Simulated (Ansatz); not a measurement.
Abridged output of a molecular run in Ansatz:

```
Functional definition: HF
1620 factors; integrals over basis functions are off by at most 1.1e-3 eV
mean field evaluation 1: about -17548.2073 eV, gradient 4.4e1 eV
mean field evaluation 2: about -17548.4430 eV, gradient 4.5e1 eV
mean field evaluation 4: about -17552.8803 eV, gradient 4.3e0 eV
mean field evaluation 8: about -17552.9656 eV, gradient 3.7e-1 eV
mean field evaluation 16: about -17552.9663 eV, gradient 1.9e-6 eV
mean field -17552.96626723 eV, -645.0596124927 hartree, gradient 1.9e-6 eV, S^2 0.000000; 0 other end points of the search recorded, 0 dependent functions left out
11 core orbitals not correlated: weight in the atoms' cores, before any rotation towards them, 1.000 or more for the frozen orbitals, at most 0.000 for the correlated occupied ones
reference -17552.96626723 eV, -645.0596124927 hartree; 18, 18 occupied and 223, 223 virtual orbitals, 1620 factors
second order -24.68846744 eV of doubles, -0.00000000 eV of singles
cycle   1  -24.70430246 eV  change   -1.6e-2 eV  update   1.2e-1
cycle   2  -25.35562600 eV  change   -6.5e-1 eV  update   3.8e-2
cycle   3  -25.50858404 eV  change   -1.5e-1 eV  update   2.1e-2
cycle   4  -25.49724767 eV  change    1.1e-2 eV  update   5.9e-3
cycle   5  -25.49267531 eV  change    4.6e-3 eV  update   2.8e-3
cycle   6  -25.49376222 eV  change   -1.1e-3 eV  update   8.4e-4
cycle   7  -25.49347072 eV  change    2.9e-4 eV  update   3.2e-4
cycle   8  -25.49334218 eV  change    1.3e-4 eV  update   9.9e-5
cycle   9  -25.49338910 eV  change   -4.7e-5 eV  update   3.9e-5
cycle  10  -25.49339786 eV  change   -8.8e-6 eV  update   1.4e-5
perturbative correction -0.89680161 eV, -0.0329568513 hartree
Total energy: -17579.35646670 eV, -646.0294344355 hartree
```

Its atoms:

Cartesian coordinates in Å:
```
O 1.401 -1.560 0.218
Sb 0.986 -0.303 1.689
C -0.655 0.647 0.668
Si -0.735 0.254 -1.164
H 1.362 -2.469 0.523
H 2.111 0.858 1.119
H -1.585 0.346 1.156
H -0.542 1.726 0.806
H 0.559 0.544 -1.830
H -1.123 -1.159 -1.396
H -1.780 1.116 -1.789
```

Task: Which basis set was used?
A. def2-SVPD
B. def2-TZVPPD
C. def2-SVP
D. def2-TZVPP

Result: D. It gives 252 functions.

Task: Write the keys of the input that set method, charge and spin (a neutral closed shell needs none for the last two).

Result: 
```yaml
correlation: {method: ccsd_t}
```
